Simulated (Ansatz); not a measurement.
Reaction (formal exchange of groups at the Al–Se bond): `[AlH2][AlH][SeH]` + `C[SiH3]` → `C[SiH2][AlH][AlH2]` + H₂Se

Calculated with Ansatz (gas phase, PBE0-D4/def2-TZVP geometries, no zero-point term in ΔE). CCSD(T)/CBS is the MP2 limit (def2-TZVPP, def2-QZVPP) plus CCSD(T) − MP2 in def2-TZVPP, frozen cores. This one scheme is used for every species. Functionals use def2-TZVPP. B3LYP here is the variant with VWN-RPA as its local correlation; programs differ in this. For Se outer-core shells are correlated without core-valence functions, which leaves a few kJ/mol of doubt a bond. Scalar relativity is left out up to krypton. Each species was taken in one conformer, which may not be the lowest.

Is it downhill or uphill in electronic energy at CCSD(T)/CBS, and by how much? (An estimate is asked.)

Computed: Uphill: ΔE = +32.1 kcal/mol.

What do these levels give: PBE-D4, BLYP-D4, B3LYP-D4, r2SCAN0-D4, ωB97X-V, r2SCAN, B3LYP, r2SCANh, CAM-B3LYP, LC-ωPBE, CCSD/def2-SVP, MP2/def2-TZVPP? (An estimate is asked.)

Ansatz gave: PBE-D4 28.2, BLYP-D4 30.0, B3LYP-D4 31.0, r2SCAN0-D4 31.8, ωB97X-V 30.9, r2SCAN 31.3, B3LYP 31.5, r2SCANh 31.6, CAM-B3LYP 32.0, LC-ωPBE 30.5, CCSD/def2-SVP 31.1, MP2/def2-TZVPP 34.0 kcal/mol.

Largest T1 diagnostic among the species: 0.012.

From PBE to PBE0 (25 % exact exchange), in def2-TZVPP and without D4, ΔE moves by +1.3 kcal/mol. In def2-TZVPP, CCSD(T) changes the Hartree–Fock value by −3.6 kcal/mol (the triples alone add −0.2 kcal/mol) and MP2 by −0.8 kcal/mol. At CCSD(T), def2-SVP lies −1.2 kcal/mol from the extrapolated value and def2-TZVPP −0.9 kcal/mol.
